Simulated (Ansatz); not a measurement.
Ge(H)2(vinyl)(NH2) (C2H7GeN), SMILES C=[CH][GeH2][NH2].

Geometry optimised at PBE0-D3(BJ)/def2-SVP. Other conformers were not sampled.

Two levels are set side by side: PBE/def2-SVPD (Ansatz, a first-principles code) and PBE0/def2-SVPD (Ansatz). Energy differences of separate SCF runs at the same geometry; the states with an electron removed or added have multiplicity 2 and 2. Differences are taken from unrounded values.

```
quantity                            PBE
---------------------------------  ----
vertical ionisation energy (eV)    8.97
vertical singlet–triplet gap (eV)  4.25
```

Task: These are the PBE values. What does PBE0 give? (An estimate is asked for; the answer gives what the named calculation found.)

Result: 
```tsv
quantity	PBE0	PBE minus PBE0
vertical ionisation energy (eV)	9.22	-0.25
vertical singlet–triplet gap (eV)	4.16	0.09
```
